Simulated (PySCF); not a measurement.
CH₂FNOSi, SMILES C(O[SiH2]F)#N.

Geometry optimised at PBE-D3(BJ)/def2-SVP. The structure was generated by enumeration, and PubChem lists no compound with its InChIKey, so it may never have been made. One conformer was computed; it need not be the lowest.

Computed with PBE-D3(BJ)/def2-SVP run with PySCF.

Frequencies are harmonic and unscaled.

Computed normal modes with their intensities:
```csv
mode,ν (cm⁻¹),IR (km/mol),moving atoms (share of kinetic energy)
1,56,2.3,"F 37 %, N 27 %, O 22 %"
2,127,1.9,"N 33 %, O 29 %, Si 16 %, H 14 %"
3,277,14.0,"F 37 %, O 31 %, Si 19 %, C 8 %"
4,485,3.1,"C 71 %, N 15 %, O 9 %"
5,494,7.2,"C 69 %, N 14 %, O 8 %"
6,649,80.6,"H 46 %, Si 28 %, O 10 %, N 9 %"
7,695,75.7,"H 38 %, O 30 %, Si 21 %"
8,719,5.3,"H 84 %, O 10 %"
9,860,32.8,"H 51 %, F 37 %, Si 11 %"
10,895,176.3,"H 83 %, Si 10 %"
11,950,219.2,"H 51 %, Si 32 %, F 17 %"
12,1177,214.1,"O 65 %, N 29 %"
13,2239,54.5,H 97 %
14,2277,92.1,H 95 %
15,2322,204.4,"C 65 %, N 31 %"
```
